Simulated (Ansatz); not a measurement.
Geometry optimisation, RKS B3LYP/def2-SVP (Ansatz).

Input:

```yaml
crystal:
  periodic: [false, false, false]
  atoms:
    - { symbol: O, position_ang: [0.00148, -0.79801, -1.87658] }
    - { symbol: B, position_ang: [-0.1603, -0.32391, -0.64969] }
    - { symbol: B, position_ang: [0.15084, 0.35052, 0.63983] }
    - { symbol: O, position_ang: [0.00465, 0.78445, 1.88373] }
    - { symbol: H, position_ang: [0.82484, -0.64709, -2.35252] }
    - { symbol: H, position_ang: [-0.82151, 0.63403, 2.35522] }
basis:
  gaussian: { orbitals: def2-SVP }
hamiltonian:
  xc: b3lyp
relax:
  f_tol: 0.02
  max_steps: 40
scf:
  lower_state_search: "off"
```

Command:

```bash
$ ansatz run input.yaml --threads 1 --pin off --max-ram 2048MiB --backend cpu --events-out ev --progress --plain --runs-dir out
```

Question: Where does it end, and by what steps?

Answer: The run converged. After 8 steps the energy has fallen by 0.089 eV; H5 moved furthest, 0.07 Å.

| step | energy less start (eV) | largest force component (eV/Å) | accepted |
| --- | --- | --- | --- |
| 0 | 0.0000 | 1.917 | yes |
| 1 | -0.0690 | 0.378 | yes |
| 2 | -0.0772 | 0.238 | yes |
| 3 | -0.0826 | 0.274 | yes |
| 4 | -0.0861 | 0.121 | yes |
| 5 | -0.0876 | 0.046 | yes |
| 6 | -0.0880 | 0.044 | yes |
| 7 | -0.0888 | 0.031 | yes |
| 8 | -0.0891 | 0.003 | yes |

```xyz
6
Properties=species:S:1:pos:R:3
O -0.029 -0.810 -1.898
B -0.200 -0.363 -0.660
B 0.200 0.362 0.660
O 0.029 0.810 1.898
H 0.835 -0.610 -2.292
H -0.835 0.610 2.292
```

The run took 4.6 s on 1 thread of AMD EPYC 9R45 96-Core Processor (Zen 5) (shared host), peak memory 0.12 GiB.
